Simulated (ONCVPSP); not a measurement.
**Before and after: ONCV potential for zinc**

| Quantity | Value |
| --- | --- |
| Element | Zn |
| Generator | ONCVPSP 4.0.1 |
| Type | optimised norm-conserving Vanderbilt (ONCV) |
| Functional | PBE |
| Relativity | scalar-relativistic |
| Frozen core | [Ne] |
| Valence charge | 20 |
| Reference configuration | 3s2 3p6 3d10 4s1.5 4p0.5 |
| Partial waves | 3s+4s: rc 1.20 bohr, ncon 4, nbas 8, qcut 8.4 1/bohr, 2 projectors; 3p+4p: rc 1.00 bohr, ncon 4, nbas 9, qcut 12.9 1/bohr, 2 projectors; 3d: rc 1.35 bohr, ncon 3, nbas 7, qcut 11.9 1/bohr, 1 projector |
| Local potential | polynomial inside 0.95 bohr (lpopt 5, dvloc0 1 Ha) |
| Core correction | none |

All-electron outer shells of the reference configuration (PBE, scalar-relativistic, ld1.x):

| shell | level (eV) | outermost node (bohr) | outermost maximum (bohr) |
| --- | --- | --- | --- |
| 2s | -1159.47 | 0.07 | 0.19 |
| 2p | -1005.17 | – | 0.15 |
| 3s | -130.43 | 0.28 | 0.59 |
| 3p | -84.60 | 0.25 | 0.59 |
| 3d | -11.31 | – | 0.57 |
| 4s | -6.75 | 0.85 | 2.06 |
| 4p | -1.66 | 0.92 | 2.96 |

Change: all radii scaled by about 1.06 (s 1.28, p 1.06, d 1.44 bohr); local potential polynomial inside 1.02 bohr (lpopt 5, dvloc0 1 Ha).

Cutoffs: the cutoffs (Ha) at which the residual kinetic energy of the hardest occupied pseudo-wave falls to 1 and 0.1 mHa per electron; they do not see the model core or the augmentation charge, which bear on the density cutoff. Errors are all-electron minus pseudo energies relative to the spin-unpolarised reference configuration.

Task: How do hardness, ghosts and transferability respond?

Result: The potential gets neither clearly harder nor softer (55 Ha and 61 Ha → 53 Ha and 62 Ha); of the 3 tests that both files solve, the error grows in 1 and shrinks in 0 by more than 15 % and 0.3 meV (median size 0.4 → 0.6 meV); neither file shows a bound ghost.

```tsv
quantity	base	changed
cutoff, loose	55 Ha	53 Ha
cutoff, tight	61 Ha	62 Ha
loose cutoff by channel	s 17 Ha, p 51 Ha, d 55 Ha	s 18 Ha, p 52 Ha, d 53 Ha
bound ghosts	none	none
GHOST(+) flags under 300 eV	none	none
tests with a reliable result	3 of 4	3 of 4
error for 3s2 3p6 3d10 4s2 4p0, meV [ΔE -2.49 eV]	+0.4	+0.6
error for 3s2 3p6 3d10 4s1 4p0, meV [ΔE 7.40 eV]	+0.4	+0.3
error for 3s1 3p6 3d10 4s2 4p0, meV [ΔE 135.56 eV]	-610	-718
```
